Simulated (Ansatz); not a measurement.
Reaction (SMILES): [GeH3] (GeH3) → Ge atom + 3 H atom
B3LYP-D3(BJ)/def2-TZVP geometries, fixed; electronic energies without zero-point terms.
Largest species:
```xyz
4

Ge    -0.0167    -0.0237    -0.0294
H      0.5517    -0.9452     1.0702
H     -1.1244     0.8871     0.5402
H      1.1063     0.8180    -0.6708
```
Charge 0, spin multiplicity 2.

The atomisation energy at MP2 with Ansatz (a quantum-chemistry and plane-wave program), in kcal/mol, split into its Hartree-Fock and correlation parts. Cores are frozen (with 3d on Ga to Br). Open shells are unrestricted. No added dispersion term, no relativity. Functions are those of the species that has most.

| basis | X | functions | Hartree-Fock | MP2 |
|---|---|---|---|---|
| cc-pVDZ | 2 | 42 | 153.66 | 185.48 |
| cc-pVTZ | 3 | 85 | 155.46 | 194.53 |
| cc-pVQZ | 4 | 158 | 156.03 | 197.61 |
| cc-pV5Z | 5 | 269 | 156.06 | 198.46 |

Worked estimate of the basis-set limit from each neighbouring pair, with Hartree-Fock from the larger set and the correlation part extrapolated as X^-3.
Correlation parts: X = 2: 31.82, X = 3: 39.07, X = 4: 41.58, X = 5: 42.40.
- (2,3): (27·(39.07) - 8·(31.82))/19 = 42.12; with Hartree-Fock 155.46 the estimate is 197.58 kcal/mol.
- (3,4): (64·(41.58) - 27·(39.07))/37 = 43.41; with Hartree-Fock 156.03 the estimate is 199.44 kcal/mol.
- (4,5): (125·(42.40) - 64·(41.58))/61 = 43.26; with Hartree-Fock 156.06 the estimate is 199.32 kcal/mol.
The last two estimates differ by 0.12 kcal/mol; the largest set lies 0.86 from the last. Over the last step Hartree-Fock moves by 0.03 and the correlation part by 0.82.
